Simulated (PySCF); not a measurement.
Ti(OH)4 cation (H4O4Ti), SMILES [OH][Ti]([OH])([OH])[OH] (connectivity only; charge and spin as stated), charge +1, multiplicity 2.

Geometry: ωB97X-D3(BJ)/def2-SVP. The spin state was assumed, not searched. The isomer is the one that the SMILES or the coordinates give; other isomers of the formula were not compared. One conformer was computed; it need not be the lowest.

Method: PBE/def2-TZVP run with PySCF.

Gas-phase values at a fixed geometry.

```yaml
total_energy: -1152.23902 hartree
"α spin, highest occupied and lowest empty level": -13.06 and -8.09 eV
"β spin, highest occupied and lowest empty level": -13.00 and -12.81 eV
dipole_moment_about_the_centre_of_nuclear_charge: 1.22 D
mean_static_polarisability: 59.6 bohr³ (8.83 Å³)
polarisability_principal_values: 54.3, 57.2, 67.3 bohr³
"⟨S²⟩": 0.755 (pure state 0.75)
```
